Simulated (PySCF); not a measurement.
**Bond length, frequency and bond energy of K₂ by level of theory**

State: ¹Σg⁺ (singlet), closed shell. Set-up: K pcseg-2; no relativity (PySCF 2.14). De refers to K + K in their ground configurations, without counterpoise correction.

| Level | Re (Å) | ωe (cm⁻¹) | De (eV) | CPU s a point (SCF and correlation, without the integrals) |
| --- | --- | --- | --- | --- |
| RHF-MP2 | 3.910 | 93.9 | 0.373 | 0.32 |
| RHF-SCS-MP2 | 3.956 | 92.0 | 0.436 | n/a |
| RHF-CCSD | 3.982 | 90.1 | 0.456 | n/a |
| RHF-CCSD(T) | 3.979 | 88.0 | 0.51 | 6.4 |
| PBE | 3.997 | 89.1 | 0.58 | 1.5 |
| PW91 | 3.992 | 89.5 | 0.61 | 1 |
| BLYP | 3.989 | 86.0 | 0.53 | 1.2 |
| r²SCAN | 4.074 | 89.1 | 0.387 | 1.9 |
| r²SCANh | 4.059 | 90.6 | 0.388 | 2.1 |
| PBE0 | 4.007 | 91.8 | 0.50 | 2.5 |
| ωB97X | 3.929 | 98.8 | 0.78 | 4.5 |

(1) Which functional lies closest to RHF-CCSD(T) in De, which farthest, and by how much do they differ from it?

(2) What does a quarter of exact exchange do here, going from PBE to PBE0?

(3) What does the step from GGA to meta-GGA do here, going from PBE to r²SCAN?

Correlated steps freeze 10 core orbitals. Closed-shell solutions of metal pairs were not tested for spin polarisation, which can lower them a little. Where the molecule has an RHF reference, its open-shell atoms are computed with UHF.

The whole job (state search and all levels along the bond) took about 5.5 min on 1 thread of Arm Neoverse N1 (shared host), peak memory 0.97 GiB.

## Answers

(1) Closest is PBE0 (+2.8 pm in Re, +4.3 % in ωe, -0.01 eV in De against RHF-CCSD(T) in the same basis), farthest ωB97X (-5.0 pm in Re, +12.3 % in ωe, +0.27 eV in De). CCSD(T) converges more slowly with the basis than the functionals do and binds too weakly in this one, so the order can change at the basis-set limit.

(2) PBE0 less PBE: +1.0 pm in Re, +3.0 % in ωe, -0.08 eV in De. Exact exchange removes part of the self-interaction that spreads semilocal densities, and in most molecules shortens and stiffens the bond and lowers De; here Re goes the other way.

(3) r²SCAN less PBE: +7.7 pm in Re, +0.0 % in ωe, -0.19 eV in De.
